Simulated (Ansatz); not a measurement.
Cost and result for the atomization energy of ClGeH$_{4}$Si (`[SiH3][GeH][Cl]`) radical (7 atoms, 6 bonds).

Cartesian coordinates in Å:
```
Si 0.553 -0.701 0.537
Ge -0.992 0.409 -0.912
Cl 0.069 2.047 -1.859
H 1.657 -1.231 -0.301
H -0.167 -1.821 1.198
H 1.095 0.228 1.563
H -2.215 1.068 -0.226
```

The species carries charge 0 and has multiplicity 2. Correlated methods include outer-core shells of Ge, which these sets cover unevenly. Scalar relativity is left out up to krypton. All single points use the PBE0-D4/def2-TZVP geometry. Program: Ansatz. All runs use 4 threads of an Arm Neoverse V2 on a shared host. Times are those of one run each, without the atoms' runs, and a repeat can differ threefold. Electronic energies, without spin–orbit coupling; frozen cores. CCSD(T)/CBS adds CCSD(T) − MP2 in def2-TZVPP to the MP2 limit, and its time is that of the two runs behind it. T1 = 0.013; ⟨S²⟩ of the reference is 0.76. With those shells the extrapolation isn't a true limit.

CCSD(T)/CBS is a level of theory with its own doubt, some kJ/mol a heavy atom from the limit and from the frozen cores, so smaller differences don't rank the functionals.

```csv
level,functions,wall time,atomization (kJ/mol),difference from CCSD(T)/CBS,per bond
LDA (SPW92)/def2-TZVPP,188,1 s,2042.1,215.5,35.9
revPBE-D4/def2-TZVPP,188,1.9 s,1785.9,-40.7,-6.8
PBE-D4/def2-TZVPP (with forces),188,2.1 s,1816.1,-10.5,-1.7
PBE0-D4/def2-TZVPP,188,2.8 s,1809.8,-16.8,-2.8
BHLYP-D4/def2-TZVPP,188,2.8 s,1799.0,-27.6,-4.6
CAM-B3LYP-D4/def2-TZVPP,188,3.1 s,1819.8,-6.8,-1.1
CCSD(T)/def2-SVP,88,4.3 s,1679.8,-146.8,-24.5
PBE-QIDH/def2-TZVPP,188,4.6 s,1807.9,-18.7,-3.1
r2SCANh-D4/def2-TZVPP,188,5.5 s,1835.8,9.2,1.5
ωB97X-V/def2-TZVPP,188,8 s,1845.1,18.5,3.1
MP2/def2-QZVPP,349,12 s,1797.2,-29.4,-4.9
CCSD(T)/def2-TZVPP,188,110 s,1784.4,-42.2,-7.0
CCSD(T)/CBS(def2),–,2.1 min,1826.6,0.0,0.0
```

From r2SCAN to r2SCAN0 (25 % exact exchange), in def2-TZVPP and without D4, the atomization energy moves by −18.1 kJ/mol: exact exchange takes away binding that semilocal exchange gives to molecules. In def2-TZVPP, CCSD(T) changes the Hartree–Fock value by +412.0 kJ/mol (the triples alone add +21.4 kJ/mol) and MP2 by +400.0 kJ/mol; breaking electron pairs costs correlation energy, which Hartree–Fock lacks. The D4 term adds +25.8 kJ/mol with B3LYP and +13.4 kJ/mol with PBE0; it sums over pairs of atoms, weighted by their polarisabilities, and B3LYP, whose exchange is more repulsive, gets the larger term.

B3LYP here is the variant with VWN-RPA as its local correlation; programs differ in this.

For some Ge, Se and Sn compounds the MP2-based and the directly extrapolated limit differ by 10 to 25 kJ/mol.
